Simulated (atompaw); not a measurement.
PBE PAW (atompaw) dataset for Nd (Z = 60), scalar-relativistic all-electron reference.

neodymium, PAW, made with atompaw 4.2.0.5 (PBE, scalar-relativistic). Core [Xe] 4f3, reference 5d1 6s2 6p0. Waves: 6s (bound): rc 3.00 bohr; 6s channel at 2.95 Ry: rc 3.00 bohr; 6p (bound, empty): rc 3.00 bohr; 6p channel at -0.14 Ry: rc 3.00 bohr; 5d (bound): rc 3.00 bohr; 5d channel at 1.9 Ry: rc 1.00 bohr. Local part: bessel scheme, radius 2.55 bohr. Core correction: smooth core density matched at 2.80 bohr. Augmentation charge: sinc compensation charge, radius 2.75 bohr; PAW radius 3.00 bohr; waves and projectors: custom polynom gramschmidtortho.

All-electron outer shells of the reference configuration (PBE, scalar-relativistic, ld1.x):

| shell | level (eV) | outermost node (bohr) | outermost maximum (bohr) |
| --- | --- | --- | --- |
| 5p | -24.67 | 0.77 | 1.48 |
| 4f | -6.90 | – | 0.65 |
| 6s | -3.87 | 1.74 | 3.60 |
| 5d | -2.92 | 0.87 | 2.08 |
| 6p | -1.34 | 2.07 | 4.74 |

Results:

```
Cutoffs needed                                           : 8 Ry and 10 Ry (the cutoffs (Ry, on a coarse ladder) from which the occupation-weighted sum of valence levels, in a spherical-Bessel basis at the reference potential, stays within 10 and 1 mRy of its value at 400 Ry)
Ghost test                                               : ghost states, extra bound levels that the all-electron valence spectrum of the same l lacks: s at -48.7 eV, p at -24.6 eV; a true bound ghost makes a file unfit for plane-wave use (spherical-Bessel basis up to 400 Ry, 20 bohr box)
Lowest eigenvalue of the overlap operator                : 0.14 (s channel)
Overlap eigenvalues printed by atompaw (projector basis) : 0.00244, 1.17, 2.06, 3.52, 68.3, 1.12e+03
Share of each valence orbital outside the PAW sphere     : 6s 81 %, 6p 94 %, 5d 38 %
```

Generation and tests took about 21 s on one core of a shared server CPU.
